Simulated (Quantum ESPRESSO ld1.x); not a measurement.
Initial-state core-level shifts of the cobalt ion Co3+ when its valence configuration changes from [Ar] 3d6. Method: scalar-relativistic Kohn-Sham, revPBE, spin-unpolarised, spherical densities, point nucleus; computed with ld1.x of Quantum ESPRESSO 7.5. Shifts are changes of the shell-averaged eigenvalues in eV (positive: less bound).

| valence | 1s | 2p | 3s | 3p |
|---|---|---|---|---|
| 3d5 4s1 | -9.385 | -10.456 | -8.576 | -8.323 |
| 3d5.5 4s0.5 | -4.545 | -5.057 | -4.198 | -4.074 |
| 3d5 4p1 | -10.638 | -11.680 | -9.834 | -9.569 |
| 3d5.5 4p0.5 | -5.187 | -5.682 | -4.843 | -4.713 |
| 3d4 4p2 | -22.222 | -24.502 | -20.122 | -19.575 |
| 3d4 4s2 | -19.852 | -22.164 | -17.747 | -17.225 |
| 3d5 4s0.5 4p0.5 | -10.015 | -11.071 | -9.208 | -8.948 |
| 3d4.5 4p1.5 | -16.321 | -17.958 | -14.935 | -14.529 |
